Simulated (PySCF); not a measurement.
Calculation: PBE-D3(BJ)/def2-TZVP // CAM-B3LYP-D3(BJ)/def2-TZVP (PySCF). Gas-phase values, no solvent. Excitations are Tamm–Dancoff values on a coarser integration grid. The basis has no diffuse functions, so Rydberg states are missing or too high.

Reference species (SMILES): `[CH2]=[GeH2]` (neutral, multiplicity 1).

T1 excitation (TDA): 2.62 eV
brightest of the four lowest singlets (TDA): 5.68 eV
HOMO–LUMO gap: 3.52 eV
HOMO: -5.56 eV

Changed species: `C=[SiH2]`.

Task: Predict the effect on the T1 excitation (TDA), brightest of the four lowest singlets (TDA), HOMO–LUMO gap and HOMO.

Result: the T1 excitation (TDA) goes up by 0.10 eV, to 2.72 eV; the brightest of the four lowest singlets (TDA) stays essentially unchanged; the HOMO–LUMO gap goes up by 0.12 eV, to 3.64 eV; the HOMO falls by 0.13 eV, to -5.69 eV.
